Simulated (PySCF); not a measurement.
TDDFT excited states: C4H10O3Si

Species: C4H10O3Si.
Z-matrix (Å and degrees, PBE0-D3(BJ)/def2-SVP geometry), rows numbered from 1:
```
C 
O   1  1.4000
Si  2  1.6557  1  127.99
O   3  1.6710  2  110.65  1  -119.60
C   4  1.3761  3  129.80  2    38.29
C   5  1.5127  4  113.92  3    40.08
C   6  1.5021  5  117.20  4   168.67
O   6  1.2093  5  120.05  4   -11.25
H   1  1.1026  2  112.15  3    38.93
H   1  1.1045  2  111.39  3   -83.01
H   1  1.1018  2  108.83  3   158.58
H   3  1.4881  2  107.97  1   129.72
H   3  1.4893  2  111.75  1     9.21
H   5  1.1058  4  109.79  3   162.15
H   5  1.1110  4  112.05  3   -80.64
H   7  1.1001  6  111.84  5    36.95
H   7  1.1025  6  108.68  5   -81.35
H   7  1.0971  6  109.87  5   160.05
```

Method: TDDFT wB97X-D/def2-SVPD, vertical, gas phase, core orbitals frozen in the response (PySCF 2.14.0, density-fitted response routines).

```
state  E (eV)  ν̃ (cm⁻¹)       f   main configurations (H = HOMO, L = LUMO)
   S1    4.64      37430  0.0000                                  H→L (78%)
   S2    6.66      53700   0.013        H-1→L (57%), H-3→L (20%), H→L (14%)
   S3    7.18      57890  0.0003      H-3→L (28%), H-1→L (28%), H-4→L (15%)
   S4    7.46      60150   0.026                                H→L+1 (82%)
   S5    7.64      61580  0.0010                   H-2→L (69%), H-3→L (20%)
   S6    7.67      61850   0.016      H-4→L (47%), H-3→L (12%), H-5→L (10%)
   S7    7.70      62090   0.013    H-1→L+2 (22%), H→L+2 (17%), H→L+3 (11%)
   S8    7.89      63640  0.0053  H-1→L+1 (28%), H→L+3 (16%), H-1→L+2 (13%)
   S9    8.17      65890   0.012  H→L+4 (19%), H-1→L+2 (16%), H-2→L+1 (11%)
  S10    8.32      67110   0.021    H→L+4 (20%), H→L+5 (14%), H-1→L+3 (10%)
```

Triplets (Tamm–Dancoff): T1 4.14 eV, H→L (75%); T2 6.12 eV, H-6→L (54%), H-1→L (12%), H-3→L (11%); T3 6.57 eV, H-1→L (27%), H-3→L (21%), H-6→L (14%); T4 7.03 eV, H-1→L (37%), H-3→L (18%), H-4→L (18%).

The lowest singlet lies at 4.64 eV (267 nm, ultraviolet) and is dark (f under 0.0005); its leading configuration is HOMO→LUMO (78%). The most intense listed level is S4 at 7.46 eV (166 nm, f = 0.026), 2.82 eV above S1. Löwdin shares by element: HOMO oxygen 46% or more, carbon 10% or more, silicon 10% (atoms not listed hold the other 35%); LUMO carbon 53% or more, oxygen 32% or more. The listed states span 3.68 eV, and the widest gap between neighbours is 2.02 eV (S1 to S2). Orbital energies (eV): HOMO-3 -10.85, HOMO-2 -10.42, HOMO-1 -9.80, HOMO -9.45, LUMO 0.97, LUMO+1 1.97, LUMO+2 2.64. Weighted by f, the mean energy of these states is 7.68 eV. All these states lie below the vertical ionisation energy of 9.63 eV (ΔSCF). Singlets were solved by full linear response, triplets in the Tamm–Dancoff approximation.

One conformer stands for the species.
